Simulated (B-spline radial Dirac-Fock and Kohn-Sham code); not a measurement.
The computed values come from a radial atomic solver: relativistic Hartree-Fock (Dirac-Fock) wave functions, averaged over the configuration.

**Question.** This computed X-ray form factor belongs to an atom or ion in its tabulated ground configuration. Which?

```tsv
sin θ/λ (Å⁻¹)	f₀
0.15	5.988
0.2	5.979
0.5	5.872
0.7	5.753
1.6	4.864
2.5	3.747
3	3.179
5	1.789
6	1.500
```

**Answer.** Ag⁴¹⁺, with 6 electrons in [He] 2s2 2p2. f₀ tends to the number of electrons as s goes to zero, which the first rows give only roughly, and the rate of fall reflects the nuclear charge, 47.

**Question.** This computed X-ray form factor belongs to an atom or ion in its tabulated ground configuration. Which?

```
sin θ/λ (Å⁻¹)      f₀
         0.15  51.216
         0.25  49.867
          0.3  48.972
         0.45  45.561
          0.8  35.442
            1  29.835
          1.6  18.847
            2  15.520
            4   6.985
```

**Answer.** Pb³⁰⁺, with 52 electrons in [Kr] 4d10 4f6. f₀ tends to the number of electrons as s goes to zero, which the first rows give only roughly, and the rate of fall reflects the nuclear charge, 82.
